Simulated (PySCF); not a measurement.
# Mayer bond orders and bond lengths

Compound: C₇H₁₄N₂.
SMILES with atom numbers: `[CH3:1][CH:2]([CH3:3])[C@H:4]1[CH:5]=[N:6][N:7]([CH3:8])[CH2:9]1` (hydrogens: H10, H11, H12 on C1; H13 on C2; H14, H15, H16 on C3; H17 on C4; H18 on C5; H19, H20, H21 on C8; H22, H23 on C9)

Geometry (GFN2-xTB, Å), atoms numbered from 1 in this order:
```xyz
23
C7H14N2 angstrom
C     -1.6225   -1.1113    0.1841
C     -1.4243    0.2065   -0.5612
C     -2.5177    1.2022   -0.1795
C     -0.0320    0.8121   -0.2930
C      0.3317    0.8256    1.1756
N      1.3079    0.0666    1.4688
N      1.7354   -0.6011    0.3762
C      3.1148   -0.9947    0.3435
C      1.1303   -0.0394   -0.8339
H     -1.6243   -0.9424    1.2586
H     -0.8277   -1.8165   -0.0446
H     -2.5722   -1.5617   -0.0966
H     -1.4960    0.0158   -1.6394
H     -3.4982    0.7921   -0.4108
H     -2.3998    2.1353   -0.7273
H     -2.4818    1.4204    0.8851
H     -0.0176    1.8243   -0.7102
H     -0.1870    1.3812    1.9322
H      3.4045   -1.2946    1.3479
H      3.2302   -1.8407   -0.3353
H      3.7749   -0.1813    0.0095
H      1.8657    0.5738   -1.3737
H      0.8010   -0.8452   -1.4932
```

Bond orders from the PBE0/pcSseg-1 density (PySCF). One conformer (not necessarily the lowest) at the GFN2-xTB geometry, without solvent, vibrations or thermal averaging.

Problem. How far do the computed orders between heavy atoms stray from the drawn ones?

Solution. The largest departure is 0.192, at C5–N6 (drawn double, 1.808). Drawn single, order below 0.88: N7–C9 (0.875).

Problem. Give the Mayer order of every bond between heavy atoms, beside its length.

Solution. 
```json
{"bond": "C1–C2", "drawn as": "single", "length (Å)": "1.527", "Mayer order": "1.030"}
{"bond": "C2–C3", "drawn as": "single", "length (Å)": "1.527", "Mayer order": "1.036"}
{"bond": "C2–C4", "drawn as": "single", "length (Å)": "1.542", "Mayer order": "0.977"}
{"bond": "C4–C5", "drawn as": "single", "length (Å)": "1.513", "Mayer order": "0.962"}
{"bond": "C5–N6", "drawn as": "double", "length (Å)": "1.271", "Mayer order": "1.808"}
{"bond": "N6–N7", "drawn as": "single", "length (Å)": "1.350", "Mayer order": "1.084"}
{"bond": "N7–C8", "drawn as": "single", "length (Å)": "1.435", "Mayer order": "0.952"}
{"bond": "N7–C9", "drawn as": "single", "length (Å)": "1.465", "Mayer order": "0.875"}
{"bond": "C9–C4", "drawn as": "single", "length (Å)": "1.539", "Mayer order": "1.005"}
```

By pair of heavy elements: C–C: lowest C4–C5 (0.962, 1.513 Å), highest C2–C3 (1.036, 1.527 Å); in 3 of the 10 pairs the longer bond (by over 0.003 Å) has the higher order (by 0.02 or more). C–N: lowest N7–C9 (0.875, 1.465 Å), highest C5–N6 (1.808, 1.271 Å).

Problem. And the bonds to hydrogen?

Solution. C–H: 0.94 to 0.98 (14 bonds).

Problem. Sum the orders of all bonds at each heavy atom with more than one neighbour and set the sums beside the valence in the SMILES.

Solution. C1 3.908 (drawn 4), C2 3.986 (drawn 4), C3 3.927 (drawn 4), C4 3.889 (drawn 4), C5 3.746 (drawn 4), N6 2.892 (drawn 3), N7 2.911 (drawn 3), C8 3.834 (drawn 4), C9 3.771 (drawn 4). Orders between atoms that aren't bonded are not in these sums.

Mayer orders depend on the basis set.
